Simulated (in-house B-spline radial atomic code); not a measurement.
# Ionising Au XLVI (Au45+) with different functionals

Computed with a B-spline radial code for spherical atoms: scalar-relativistic (spin-free X2C) Hamiltonian, Fermi nucleus of rms radius 5.4371 fm, spin-polarised at highest spin, spherical fractional occupations for the functionals, the average over the highest-spin determinants for Hartree-Fock. The ionisation energy is the difference of two self-consistent energies, [Ar] 3d10 4s2 4p4 → [Ar] 3d10 4s2 4p3, without Breit or QED terms; ε is the level of the shell that loses the electron (its least bound occupied spin orbital). There is no spin-orbit coupling in this Hamiltonian.

Hybrids are left out here: with spherical fractional occupations of an open shell their exact exchange keeps a self-interaction that integer-occupation calculations don't have.

```json
{"method": "Hartree-Fock", "rung": "Hartree-Fock", "ΔSCF (eV)": "2417.9", "-ε(4p) (eV)": "2418.5"}
{"method": "OLYP", "rung": "GGA", "ΔSCF (eV)": "2421.1", "-ε(4p) (eV)": "2393.5"}
{"method": "PBE", "rung": "GGA", "ΔSCF (eV)": "2421.2", "-ε(4p) (eV)": "2392.5"}
{"method": "RPBE", "rung": "GGA", "ΔSCF (eV)": "2420.5", "-ε(4p) (eV)": "2392.1"}
```

(1) Among the functionals, which spreads more, the ΔSCF values or the orbital energies?

(2) How do they compare with the NIST value?

## Answers

(1) The orbital energies: ΔSCF values span about 0.7 eV and the orbital energies 1.5 eV.

(2) NIST lists 2383 eV ± 4 (tabulated theory, ground level to ground level). Errors run from +34.9 to +38.2 eV. The correlated functionals all miss on the same side by more than they spread, so the cause is common to them (spin-orbit coupling, Breit-QED terms, multiplet and fine-structure energies, or a listed next ion that isn't the cheapest removal here) and closeness doesn't rank the functionals. Hartree-Fock also lacks correlation.
